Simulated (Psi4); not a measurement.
Torsional profile of SMILES C[SiH2]Cl, singlet. Scanned: dihedral H4–C1–Si2–Cl3; all other coordinates were relaxed at GFN2-xTB.

Geometry of the scan point at 80° (Å):
```
8

C      1.0350     0.0050    -0.1257
Si    -0.8331    -0.2139     0.1195
Cl    -1.3439    -2.1062    -0.3727
H      1.2831     0.1711    -1.1708
H      1.4008     0.8630     0.4307
H      1.5887    -0.8674     0.2113
H     -1.5836     0.6968    -0.7422
H     -1.1990    -0.0158     1.5212
```

Method: DF-MP2 (frozen core)/cc-pVTZ // GFN2-xTB (Psi4 1.11).

Scanned values (°): 0, 10, 20, 30, 40, 50, 60, 70, 80, 90, 100, 110.

Task: At which scan points does the profile have its minima and maxima, and how high do they lie?

Result: Lower than their neighbours: 60° (0.00 kcal/mol). Higher than their neighbours: 0° (1.65 kcal/mol, end of the scan), 110° (1.54 kcal/mol, end of the scan). The whole profile spans 1.65 kcal/mol.
